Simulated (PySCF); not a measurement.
Species: C2H13NSi3.
Cartesian coordinates in Å at the PBE0-D3(BJ)/def2-SVP level; atoms count from 1:
```
atom  x, y, z in Å
N1     2.3329    0.5682    0.3240
C2     1.8304   -0.7748    0.5900
Si3    0.4296   -1.3673   -0.5444
C4    -1.0597   -0.2008   -0.4913
Si5   -1.9342   -0.2195    1.1776
Si6   -0.7192    1.5621   -1.0662
H7     2.5237    0.7160   -0.6645
H8     1.6713    1.2829    0.6147
H9     1.5020   -0.8297    1.6420
H10    2.6615   -1.5004    0.5235
H11   -0.0156   -2.7504   -0.1709
H12    0.9428   -1.4010   -1.9535
H13   -1.7781   -0.6138   -1.2258
H14   -2.3922   -1.6008    1.5209
H15   -0.9974    0.2479    2.2465
H16   -3.1196    0.6936    1.1690
H17    0.3018    1.6062   -2.1588
H18   -0.2302    2.4124    0.0650
H19   -1.9822    2.1779   -1.5782
```

Theory: core-valence-separated Tamm–Dancoff BHandHLYP/aug-pcX-1 (pcseg-1 on H, def2-SVPD on Si) in PySCF, non-relativistic, gas phase, PBE0-D3(BJ)/def2-SVP geometry. The energies are unshifted.

Q: List the nitrogen K-edge absorption lines.

A: 
```tsv
E (eV)	f	core hole on	main final orbital
399.40	0.0101	N1	LUMO (33 %)
400.35	0.0343	N1	spread
400.84	0.0182	N1	LUMO+1 (37 %)
401.21	0.0044	N1	LUMO+2 (46 %)
401.48	0.0092	N1	spread
401.57	0.0071	N1	spread
401.72	0.0017	N1	LUMO+4 (50 %)
```

The first line with a tenth or more of the strongest one's intensity is at 399.40 eV (f = 0.010), with the hole on N1 (primary amine nitrogen). The strongest listed is at 400.35 eV (f = 0.034; N1).

Q: List the carbon K-edge absorption lines.

A: 
```
E (eV)       f  core hole on  main final orbital
284.94  0.0060            C4         LUMO (69 %)
285.42  0.0208            C4       LUMO+3 (37 %)
285.82  0.0012            C4              spread
285.87  0.0150            C2       LUMO+1 (48 %)
285.94  0.0113            C4              spread
286.01  0.0268            C4       LUMO+7 (42 %)
286.26  0.0165            C4              spread
286.44  0.0153            C2              spread
286.47  0.0175            C4              spread
286.56  0.0185            C2              spread
286.82  0.0043            C4              spread
```

The first line with a tenth or more of the strongest one's intensity is at 284.94 eV (f = 0.006), with the hole on C4 (sp3 carbon bound to silicon). The strongest listed is at 286.01 eV (f = 0.027; C4).

Roots within 0.03 eV whose holes lie on the same, on equivalent or on shared atoms are summed into one line, and the highest roots are left out, as the search may have cut off their partners. Final orbitals are the ground state's empty Kohn–Sham orbitals.

Q: What length of transition dipole belongs to the line at 400.84 eV?

A: From f = (2/3) ΔE |μ|² in atomic units, with ΔE = 14.730 Eh and f = 0.0182: |μ| = 0.043 au = 0.11 D.

The list ends where the root search ended, not at a threshold.

One conformer stands for the species.
